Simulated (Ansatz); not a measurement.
Consider the cleavage of the Ge–Ge bond: `[GeH3][GeH2][GeH2][GeH2][GeH2][GeH3]` + `[SH][GeH3]` → `[GeH3][S][GeH3]` + `[GeH3][GeH2][GeH2][GeH2][GeH3]`.

Gas-phase electronic energies from Ansatz, PBE0-D4/def2-TZVP geometries. CBS: MP2 limit from def2 TZ/QZ plus the TZ coupled-cluster correction, frozen cores. For Ge outer-core shells are correlated without core-valence functions, which leaves a few kJ/mol of doubt a bond. Scalar relativity is left out up to krypton. One conformer a species, not always the lowest.

```json
{"species": "`[GeH3][GeH2][GeH2][GeH2][GeH2][GeH3]`", "CCSD(T)/def2-SVP energy (Eh)": "-12460.30313"}
{"species": "`[SH][GeH3]`", "CCSD(T)/def2-SVP energy (Eh)": "-2475.26089"}
{"species": "`[GeH3][S][GeH3]`", "CCSD(T)/def2-SVP energy (Eh)": "-4551.78959"}
{"species": "`[GeH3][GeH2][GeH2][GeH2][GeH3]`", "CCSD(T)/def2-SVP energy (Eh)": "-10383.77846"}
```

Problem. Work out ΔE.

Solution. ΔE = (-4551.78959) + (-10383.77846) − (-12460.30313) − (-2475.26089) = -0.00403 Eh = -2.5 kcal/mol. CCSD(T)/CBS gives -2.1 kcal/mol.

Largest T1 diagnostic among the species: 0.012.

The D4 term adds +1.4 kcal/mol with B3LYP and +1.0 kcal/mol with PBE0; it sums over pairs of atoms, weighted by their polarisabilities, and B3LYP, whose exchange is more repulsive, gets the larger term. In def2-TZVPP, CCSD(T) changes the Hartree–Fock value by +4.3 kcal/mol (the triples alone add +0.2 kcal/mol) and MP2 by +3.7 kcal/mol.

B3LYP here is the variant with VWN-RPA as its local correlation; programs differ in this.
